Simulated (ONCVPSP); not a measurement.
**Pseudopotential generation for nickel: ONCV, PBEsol, scalar-relativistic.**

```json
{"Element": "Ni", "Generator": "ONCVPSP 4.0.1", "Type": "optimised norm-conserving Vanderbilt (ONCV)", "Functional": "PBEsol", "Relativity": "scalar-relativistic", "Frozen core": "[Ne]", "Valence charge": "18", "Reference configuration": "3s2 3p6 3d8 4s2", "Partial waves": "3s+4s: rc 1.10 bohr, ncon 5, nbas 8, qcut 12.7 1/bohr, 3 projectors, debl 1.9 Ha; 3p: rc 1.20 bohr, ncon 4, nbas 8, qcut 13 1/bohr, 3 projectors, debl 1 Ha; 3d: rc 1.30 bohr, ncon 3, nbas 7, qcut 11.1 1/bohr, 3 projectors, debl 3.9 Ha", "Local potential": "polynomial inside 0.70 bohr (lpopt 5, dvloc0 -1 Ha)", "Core correction": "Teter function, fcfact 1.75, rcfact 1.5"}
```

In the p channel the program set the typed energies aside and used -2.619, 0.250, 1.250 Ha.

Question: Does the generator finish with these settings?

Answer: Yes, a potential is produced and its reference levels are reproduced.

Question: Estimate the cutoffs (Ha) at which the residual kinetic energy of the hardest occupied pseudo-wave falls to 1 and 0.1 mHa per electron.

Answer: 61 Ha and 70 Ha.

Question: Does the potential have ghost states?

Answer: No bound ghost flagged; GHOST(+) flags only above 600 eV.

Question: Which valence shell sets the plane-wave cutoff?

Answer: 3s: 61 Ha for 1 mHa per electron, against 51 Ha for 3d.

Question: Tests: 3s2 3p6 3d8 4s1; 3s2 3p6 3d8 4s0; 3s2 3p6 3d7 4s0; 3s2 3p6 3d9 4s1. Which has the largest error in its energy relative to the reference configuration, and how large is it?

Answer: 3s2 3p6 3d9 4s1, with +16 meV (all-electron minus pseudo) on -1.61 eV.
